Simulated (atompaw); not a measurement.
PBE PAW (atompaw) dataset for Nd, scalar-relativistic all-electron reference.

| Item | Value |
| --- | --- |
| Element | Nd (Z = 60) |
| Generator | atompaw 4.2.0.5 |
| Type | PAW |
| Functional | PBE |
| Relativity | scalar-relativistic |
| Frozen core | [Kr] 4d10 |
| Valence charge | 14 |
| Reference configuration | 4f4 5s2 5p6 5d0 6s1.75 6p0.25 |
| Partial waves | 5s (bound): rc 2.55 bohr; 6s (bound): rc 2.35 bohr; 5p (bound): rc 2.15 bohr; 6p (bound): rc 3.00 bohr; 5d (bound, empty): rc 3.00 bohr; 5d channel at 3.15 Ry: rc 3.00 bohr; 4f (bound): rc 1.30 bohr; 4f channel at 1.8 Ry: rc 1.30 bohr |
| Local potential | bessel scheme, radius 2.40 bohr |
| Core correction | smooth core density matched at 2.35 bohr |
| Augmentation charge | besselshape compensation charge, radius 2.40 bohr; PAW radius 3.00 bohr; waves and projectors: custom rrkj gramschmidtortho |

All-electron outer shells of the reference configuration (PBE, scalar-relativistic, ld1.x):

| shell | level (eV) | outermost node (bohr) | outermost maximum (bohr) |
| --- | --- | --- | --- |
| 4p | -226.27 | 0.32 | 0.59 |
| 4d | -116.98 | 0.29 | 0.62 |
| 5s | -40.78 | 0.72 | 1.32 |
| 5p | -22.40 | 0.77 | 1.50 |
| 6s | -3.68 | 1.77 | 3.78 |
| 5d | -2.16 | 0.88 | 2.21 |
| 4f | -2.06 | – | 0.67 |
| 6p | -1.38 | 2.13 | 5.04 |

(1) Estimate the cutoffs (Ry, on a coarse ladder) from which the occupation-weighted sum of valence levels, in a spherical-Bessel basis at the reference potential, stays within 10 and 1 mRy of its value at 400 Ry.

(2) What does a ghost test show?

(3) Is the overlap operator S = 1 + Σ q|β⟩⟨β| positive definite (Bessel basis up to 400 Ry)?

(4) Which valence shell sets the plane-wave cutoff?

## Answers

(1) 80 Ry and 140 Ry.

(2) No extra level below or beside the all-electron valence levels (s, p, d, f tested).

(3) Barely: its lowest eigenvalue is 0.014 (s channel).

(4) 4f: its level needs 110 Ry to come within 1 mRy, against 18 Ry for 5p.
